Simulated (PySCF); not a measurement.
Compound: C5H7NO.
Cartesian coordinates in Å at the GFN2-xTB level; atoms count from 1:
```
atom  x, y, z in Å
C1     2.545   -0.132    0.586
C2     1.201    0.552    0.477
O3     1.031    1.744    0.529
N4     0.168   -0.342    0.308
C5    -1.135    0.028    0.179
C6    -2.084    0.917    0.123
C7    -2.505   -0.527   -0.017
H8     2.748   -0.708   -0.315
H9     3.319    0.619    0.712
H10    2.557   -0.804    1.443
H11    0.372   -1.331    0.272
H12   -2.413    1.923    0.145
H13   -2.796   -0.914   -0.990
H14   -3.008   -1.025    0.807
```

Computed, not measured: CAM-B3LYP/def2-SVPD in PySCF (dipole) on a GFN2-xTB geometry, gas phase.

Masses are those of the commonest isotopes; rigid-rotor values at the optimised geometry. The values belong to one conformer with, in the numbering `[CH3:1][C:2](=[O:3])[NH:4][C:5]1=[CH:6][CH2:7]1`, C1–C2–N4–C5 180°, C2–N4–C5–C6 0°.

(1) What are A, B and C (GHz)?

(2) What kind of rotor is it?

(3) What does the inertial defect say?

(4) List the rotational levels J(Ka,Kc) to J = 2 (cm⁻¹).

(5) Which types of transition are allowed, and where do some lines up to J = 5 fall?

Answers

(1) Ia = 67.62, Ib = 313.54, Ic = 374.69 u·Å²; 505379 MHz·u·Å²/I gives 7474, 1612 and 1349 MHz, that is A = 7.4739, B = 1.6119, C = 1.3488 GHz.

(2) A near-prolate asymmetric top; Ray's κ = -0.914.

(3) Not planar: Δ = Ic − Ia − Ib = -6.47 u·Å². For a rigid frame Δ = −2 Σ m c², so Σ m c² = 3.24 u·Å² lies off the ab plane, practically all of it from hydrogen. The atom farthest from that plane is 0.91 Å away.

(4) Above 0(0,0):
J = 1: 1(0,1) 0.0988, 1(1,1) 0.2943, 1(1,0) 0.3031
J = 2: 2(0,2) 0.2960, 2(1,2) 0.4830, 2(1,1) 0.5094, 2(2,1) 1.0960, 2(2,0) 1.0962

(5) The dipole components are |μa| = 0.73 D, |μb| = 3.66 D, |μc| = 0.00 D; the mirror of this Cs structure is the ab plane, so μc vanishes by symmetry and there are no c-type lines. The squared components, which scale the intensities, stand as 0.04 : 1.00 (a : b). Some lines, for components of 0.1 D or more:

| type | branch | J(Ka,Kc) | MHz | lower level (cm⁻¹) |
| --- | --- | --- | --- | --- |
| a | Q | 2(1,1) ← 2(1,2) | 789 | 0.483 |
| a | R | 1(0,1) ← 0(0,0) | 2961 | 0.000 |
| a | R | 2(0,2) ← 1(0,1) | 5913 | 0.099 |
| b | Q | 1(1,0) ← 1(0,1) | 6125 | 0.099 |
| b | Q | 2(1,1) ← 2(0,2) | 6397 | 0.296 |
| a | R | 3(2,2) ← 2(2,1) | 8882 | 1.096 |
| a | R | 3(2,1) ← 2(2,0) | 8917 | 1.096 |
| b | R | 2(1,2) ← 1(0,1) | 11520 | 0.099 |
| a | R | 4(2,3) ← 3(2,2) | 11836 | 1.392 |
| b | R | 3(1,3) ← 2(0,2) | 14090 | 0.296 |
| a | R | 5(2,3) ← 4(2,2) | 14954 | 1.791 |
| b | Q | 5(2,3) ← 5(1,4) | 16344 | 1.745 |
| b | R | 4(1,4) ← 3(0,3) | 16542 | 0.591 |
| b | Q | 4(2,2) ← 4(1,3) | 16811 | 1.231 |
| b | Q | 3(2,1) ← 3(1,2) | 17240 | 0.819 |
| b | Q | 2(2,1) ← 2(1,2) | 18375 | 0.483 |
| b | R | 5(1,5) ← 4(0,4) | 18895 | 0.983 |
| b | R | 2(2,1) ← 1(1,0) | 23770 | 0.303 |
| b | Q | 3(3,1) ← 3(2,2) | 29973 | 1.392 |
| b | R | 5(2,4) ← 4(1,3) | 31466 | 1.231 |
| b | Q | 5(4,1) ← 5(3,2) | 41926 | 3.282 |
| b | R | 5(3,2) ← 4(2,3) | 44833 | 1.787 |
| b | R | 4(4,0) ← 3(3,1) | 53799 | 2.392 |
| b | Q | 5(5,0) ← 5(4,1) | 53924 | 4.681 |

No GFN2-xTB frequencies stand behind this structure, so it isn't proved a minimum. No vibrational averaging or centrifugal distortion is included, and the geometry carries the error of its method. A rigid rotor knows nothing of internal rotation, which can split or shift real lines. Quadrupole hyperfine structure (14N) is left out.
